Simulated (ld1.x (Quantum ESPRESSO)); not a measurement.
## Configuration tests for Kr (TM)

```json
{
 "Element": "krypton (Kr)",
 "Generator": "ld1.x (Quantum ESPRESSO) 7.5",
 "Type": "norm-conserving Troullier–Martins (Kleinman–Bylander form)",
 "Functional": "PBE",
 "Relativity": "scalar-relativistic",
 "Frozen core": "[Ar] 3d10",
 "Valence charge": "8",
 "Reference configuration": "4s2 4p5 (charge +1)",
 "Partial waves": "4s (bound): rc 1.40 bohr; 4p (bound): rc 1.20 bohr",
 "Local potential": "the p channel",
 "Core correction": "a·sin(br)/r model core, default radius (core density twice the valence density)"
}
```

Energies are relative to the spin-unpolarised reference configuration 4s2 4p5; without spin polarisation the order of configurations can differ from experiment. The frozen-core shift is the all-electron ΔE with the core orbitals held at their reference shape minus the fully relaxed ΔE.

```
valence configuration  charge  ΔE all-electron (eV)  error AE − PS (meV)  frozen-core shift (meV)
              4s2 4p6       0               -14.289                 +5.4                     +0.2
              4s2 4p4      +2                25.175                 -1.0                     +9.3
              4s2 4p2      +4               112.059                  -14                     +140
              4s1 4p6      +1                14.508                 -1.8                     +3.5
            4s2 4p5.5    +0.5                -8.433                 +2.3                     -0.4
```

(1) What are ΔE and the potential's error for 4s2 4p3?

Levels in the configuration 4s2 4p5.5:

| level | all-electron (eV) | pseudo (eV) |
| --- | --- | --- |
| 4s | -28.349 | -28.353 |
| 4p | -14.238 | -14.241 |

Results:

(1) ΔE = 62.249 eV all-electron; the error (AE − PS) is -0.7 meV.

A variational frozen-core shift is positive and of second order in the change. This column holds negative values, so the frozen-core run of ld1.x carries numerical noise or an error of first order here, and the column gives no more than the rough size of the effect.
